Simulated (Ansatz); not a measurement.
`O=CB(F)F` + SiH₄ → `O=CB(F)[SiH3]` + H–F at 298.15 K and 1 bar (formal exchange of groups at a B–F bond).

Calculated with Ansatz (gas phase, PBE0-D4/def2-TZVP geometries, no zero-point term in ΔE). CBS: MP2 limit from def2 TZ/QZ plus the TZ coupled-cluster correction, frozen cores. This one scheme is used for every species. Each species was taken in one conformer, which may not be the lowest.

```csv
species,CCSD(T)/CBS energy (Eh),H − E (kJ/mol),S (J/(mol·K))
`O=CB(F)F`,-338.29791,89.8,307.4
SiH₄,-291.46306,92.1,204.8
`O=CB(F)[SiH3]`,-529.29997,150.9,356.0
H–F,-100.39570,33.5,173.6
```

H − E and S are ideal-gas, rigid-rotor, harmonic terms from PBE0-D4/def2-TZVP, for one conformer and one mirror image of each species. 1 Eh = 2625.50 kJ/mol, R = 8.31446 J/(mol·K).

Task: By hand: ΔE, ΔH, ΔS and ΔG.

Result: ΔE = (-529.29997) + (-100.39570) − (-338.29791) − (-291.46306) = 0.06530 Eh = 171.4 kJ/mol. Δ(H − E) = 150.9 + 33.5 − 89.8 − 92.1 = 2.5, so ΔH = 173.9 kJ/mol. ΔS = 356.0 + 173.6 − 307.4 − 204.8 = 17.4 J/(mol·K). ΔG = 173.9 − 298.15 × (17.4)/1000 = 168.7 kJ/mol.

Task: By hand: the equilibrium constant, and the temperature at which ΔG would vanish if ΔH and ΔS stayed fixed.

Result: log₁₀ K = −ΔG/(RT ln 10) = -29.6. ΔG = 0 at ΔH/ΔS = 9994 K, far beyond where these terms or the molecules hold.

ΔH outweighs TΔS. A doubt of 5 kJ/mol in ΔE shifts log₁₀ K by 0.9 here. Other conformers and mirror images would add mixing entropy, several J/(mol·K) or more a flexible species. Modes under 60 cm⁻¹, often nearly free rotors, make the harmonic entropy too high. These are equilibria of isolated gas molecules and say nothing of rates. Largest T1 diagnostic: 0.015 (customary marks: 0.02 for closed shells, 0.045 for open ones).
